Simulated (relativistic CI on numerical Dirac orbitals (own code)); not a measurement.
## What each ingredient does to the levels of Ho57+

Base calculation: Dirac-Coulomb-Breit CI, separate exchange-only KLI orbitals for each configuration, model QED, unscaled Slater integrals.

CI space (outside the closed core 1s2): 2s2 2p6, 2s2 2p5 3s, 2s2 2p5 3p, 2s2 2p5 3d, 2s 2p6 3s, 2s 2p6 3p, 2s 2p6 3d, 2s2 2p5 4s, 2s2 2p5 4p, 2s2 2p5 4d, 2s2 2p5 4f, 2s2 2p4 3s2, 2s 2p6 4s, 2s 2p6 4p, 2s2 2p4 3s 3p, 2s 2p6 4d. Levels of other configurations are missing.

The lowest level and the first level of each name with at least 55 % of one term (blank where a level has no safe partner in the second run):

```csv
Level,Base (eV),Shift (eV)
2s2 2p6 1S_0,0.00,0.00
2s2 2p5 3s 3P°_2,6729.09,+0.25
2s2 2p5 3s 1P°_1,6736.54,+0.35
2s2 2p5 3p 3D_3,7094.61,-0.09
2s2 2p5 3p 1P_1,7094.84,+0.35
2s2 2p5 3p 3P_2,7105.90,-0.16
2s2 2p5 3p 1S_0,7155.60,+0.59
2s2 2p5 3d 3P°_0,7234.67,+0.32
2s2 2p5 3d 3P°_1,7243.33,+0.11
2s2 2p5 3d 3F°_4,7296.69,-0.24
2s2 2p5 3d 3D°_3,7311.71,-0.21
2s2 2p5 3d 1P°_1,7338.32,+0.51
2s2 2p5 3s 3P°_0,7609.39,+0.60
2s2 2p5 3s 3P°_1,7612.73,+0.13
2s2 2p5 3p 3D_1,7734.57,+0.16
2s2 2p5 3p 3P_0,7776.68,+0.82
2s 2p6 3s 3S_1,8035.14,-7.73
2s 2p6 3s 1S_0,8057.30,-0.37
2s2 2p5 3d 3F°_2,8124.87,-0.21
2s 2p6 3p 3P°_0,8158.38,-1.42
2s 2p6 3p 3P°_2,8397.79,-1.22
2s 2p6 3p 1P°_1,8403.12,-0.86
```

At this charge energies of transitions that change n are usually good to better than 1 %, and those within a shell (Δn = 0) to a few per cent.

Problem. One thing was changed in a second run, which moved the levels as shown. Which?
A. Breit term removed
B. one mean potential for all configurations
C. QED terms removed
D. configuration mixing switched off

Solution. D. Configuration mixing switched off. Without mixing, levels that were pushed by configurations of the same parity and J return to their single-configuration places.

LS names give the leading component of a level, which can be under half, so a name can repeat, a term be missing and a line seem to break the LS rules.
